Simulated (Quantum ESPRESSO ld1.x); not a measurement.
K13+, 6 electrons, occupied as [He] 2s2 2p2 (the NIST ground configuration).

Calculated with ld1.x of Quantum ESPRESSO 7.5: non-relativistic Kohn-Sham, PW91, spin-unpolarised, spherical densities, point nucleus.

Energy parts (eV):
| part | energy |
|---|---|
| total | -13127.5 |
| kinetic | 13121.9 |
| electron-nucleus | -27769.1 |
| Hartree | 2045.3 |
| exchange-correlation | -525.6 |

Orbitals (lengths in bohr, moments of r in powers of bohr; <r^-3> diverges for s and p1/2):
orbital  occ.  eigenvalue (eV)      <r^4>  <r^-3>
1s          2         -4075.13  0.0001992       -
2s          2         -795.524    0.03694       -
2p          2         -744.780    0.02597   194.5

The highest occupied level is 2p at -744.78 eV. Virial ratio -V/T = 2.00042. Summed over all electrons, <r^2> = 0.5456 bohr^2, which gives a Langevin (diamagnetic) susceptibility term of -0.432 x 10^-6 cm^3/mol.
